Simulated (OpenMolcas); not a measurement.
A calculation on Tm3+.

```json
{
 "Program": "OpenMolcas",
 "Method": "SS-RASPT2, IPEA 0.25 Eh, imaginary shift 0.1 Eh (closed shells correlated: 5s 5p)",
 "Basis": "ANO-RCC-VTZP [8s7p5d3f2g1h]",
 "Scalar Hamiltonian": "DKH2, point nucleus",
 "Active space": "12 electrons in 14 orbitals (RAS2 4f; RAS3 5f, at most 2 electrons)",
 "State averaging": "2S+1 = 3 even, 18 roots; 2S+1 = 1 even, 14 roots kept (CI in the orbitals of an earlier block)",
 "Spin-orbit coupling": "state interaction with AMFI integrals over the reference wave functions, term energies averaged over their components"
}
```

Problem. Which level of the active space comes out lowest?

Solution. 4f12 3H6, with 100 % of that term; it is also the measured ground level.

Problem. How high does 4f12 3H5 lie?

Solution. 8080 cm-1 above the lowest level; measured 8217 cm-1 above the ground level, so the calculation is off by -2 %.

Problem. How high does 4f12 3F2 lie?

Solution. 15540 cm-1 above the lowest level; measured 15090 cm-1 above the ground level, so the calculation is off by +3 %.

Problem. How high does 4f12 3F3 lie?

Solution. 14370 cm-1 above the lowest level; measured 14410 cm-1 above the ground level, so the calculation is off by 0 %.

Problem. The level at 21640 cm-1 has J = 4. What is it made of, and what is its g factor?

Solution. 59 % 4f12 1G4, 31 % 4f12 3H, 10 % 4f12 3F; g = 0.963, against 1.000 from Landé's formula for the pure leading term.

Measured values: the list in Tchang-Brillet, Wyart, Meftah and Ait Mammar, Atoms 6, 52 (2018).

Term energies are means over components that CASPT2 splits; among the terms shown or strongly mixed into the levels shown the widest spread is 210 cm-1 (4f12 1G). Terms from blocks run as CI alone lack orbitals of their own. Active for correlation alone: 5f; no level in the range computed is led by a configuration that fills it, so any true level of that kind is missing. Measured partners are found by configuration, term and J. A level has none where our copy of the source lacks it or the pairing is in doubt (some pairs that miss far off the trend of their configuration count as doubtful), and it then counts in no deviation. Only configurations of the active space appear.
